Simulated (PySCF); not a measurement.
B(Cl)(H)(SH) (BClH₂S), SMILES SBCl. Geometry: B3LYP-D3(BJ)/def2-TZVP. Other conformers were not sampled.

Computed equilibrium geometry at B3LYP-D3(BJ)/def2-TZVP (PySCF confirms it by a frequency run) as bond lengths and angles, and its point group (one conformer of several):
point group Cs.
Atoms: B1 Cl2 H3 S4 H5. Bonded distances (Å): B1–Cl2 1.754, B1–H3 1.183, B1–S4 1.785, S4–H5 1.344. Bond angles (°): Cl2–B1–H3 119.2, Cl2–B1–S4 118.7, H3–B1–S4 122.1, B1–S4–H5 96.5.
